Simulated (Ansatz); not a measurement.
`[AlH]1[SiH2][S]1` + `C/C([SiH3])=N\[SiH3]` → `[SiH3][SiH]1[AlH][S]1` + `CC(=N)[SiH3]`  (redistribution)

Gas-phase electronic energies from Ansatz, PBE0-D4/def2-TZVP geometries. CCSD(T)/CBS is the MP2 limit (def2-TZVPP, def2-QZVPP) plus CCSD(T) − MP2 in def2-TZVPP, frozen cores. One conformer a species, not always the lowest.

```csv
species,CCSD(T)/CBS(def2) energy (Eh)
`[AlH]1[SiH2][S]1`,-930.69501
`C/C([SiH3])=N\[SiH3]`,-714.35768
`[SiH3][SiH]1[AlH][S]1`,-1220.97997
`CC(=N)[SiH3]`,-424.06845
```

(1) Work out ΔE.

Largest T1 diagnostic among the species: 0.015.

Answers

(1) ΔE = (-1220.97997) + (-424.06845) − (-930.69501) − (-714.35768) = 0.00427 Eh = +11.2 kJ/mol.

In def2-TZVPP, CCSD(T) changes the Hartree–Fock value by −16.9 kJ/mol (the triples alone add −2.1 kJ/mol) and MP2 by −10.4 kJ/mol. From PBE to PBE0 (25 % exact exchange), in def2-TZVPP and without D4, ΔE moves by +3.3 kJ/mol.
